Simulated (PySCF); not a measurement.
## Electron correlation in C²⁺ (carbon, charge +2)

[He] 2p2, high-spin 3P determinant (an excited configuration). Calculation: PySCF 2.14, in x2c-TZVPPall; scalar relativity by spin-free X2C-1e. Frozen: nothing; 4 electrons correlated.

MP2 pair energies summed by pair of shells (mhartree):

```tsv
pair	energy	share (%)
1s-1s	-13.84	58.1
2p-2p	-6.79	28.5
1s-2p	-3.18	13.4
```

Total MP2 correlation energy: -23.81 mhartree.

Same-spin part -8.15 and opposite-spin part -15.67 mhartree; SCS-MP2 scales them by 1/3 and 6/5 to -21.51 mhartree.

This basis was not built for core-valence correlation, so the inner-shell part is incomplete.
